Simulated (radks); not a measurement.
Values are calculated unless marked as measured or tabulated.
Ionisation of Eu+, [Xe] 4f7 6s1, to Eu2+, [Xe] 4f7, under several functionals. Dirac Kohn-Sham, spin-unpolarised, spherical densities, finite nucleus; open shells fill j = l - 1/2 first; a radial shooting solver on a logarithmic mesh with Libxc functionals.

functional	E(Eu+) (hartree)	Exc (hartree)	IE (eV)	-e(HOMO) (eV)	<r> HOMO (bohr)	IE error (eV)
AM05	-10844.1261	-235.8878	11.088	8.467	3.859	-0.152
PBE	-10851.2356	-243.0653	11.225	8.442	0.9815	-0.015
HCTH/407	-10857.7470	-249.8802	11.419	8.471	3.940	+0.179
exchange-only PBE	-10847.7236	-239.4983	10.885	7.316	0.9902	-0.355
B86b exchange with PBE correlation	-10852.2106	-244.0513	11.220	8.461	0.9815	-0.020
BLYP	-10852.0489	-243.8775	11.348	8.262	0.9841	+0.108
SOGGA	-10846.9952	-238.7811	11.031	8.382	3.866	-0.209
PBEsol	-10847.4695	-239.2583	11.122	8.494	0.9809	-0.118
LDA (Slater exchange, VWN5 correlation)	-10843.8625	-235.6193	11.425	8.728	0.9804	+0.185

NIST Atomic Spectra Database: 11.24 eV (semi-empirical). Closest: PBE. The Delta-SCF values span 0.54 eV, the total energies 13.88 hartree. The highest occupied level is 6s1/2. Spin polarisation and multiplet splitting are left out, so open shells lie too high by an amount that depends on their filling.

Beside tabulated values, note that spin-unpolarised runs miss the spin-polarisation part of the exchange energy of open shells.
